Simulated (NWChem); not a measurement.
diarsenic (As2); SMILES [As]#[As]

```xyz
2

As     0.0000     0.0000     1.0593
As     0.0000     0.0000    -1.0593
```
Atoms are numbered in this order, from 1.

All runs: NWChem. Pople sets run with spherical d functions. All runs use the structure optimised with B3LYP/6-31G* (spherical d). Vzz is the largest principal value of the second derivative of the potential at the nucleus (NWChem prints the opposite sign); η is the asymmetry. Non-relativistic.

| level | Vzz As2 (a.u.) | η As2 | relative time |
|---|---|---|---|
| Hartree-Fock/6-31G* | -2.744 | 0.00 | 2 |
| Hartree-Fock/def2-SVP | -2.989 | 0.00 | 1 |
| CAM-B3LYP/def2-SVP | -2.583 | 0.00 | 3 |
| CAM-B3LYP/def2-TZVP | -2.924 | 0.00 | 10 |

Relative times are rough (shared machine, one core).
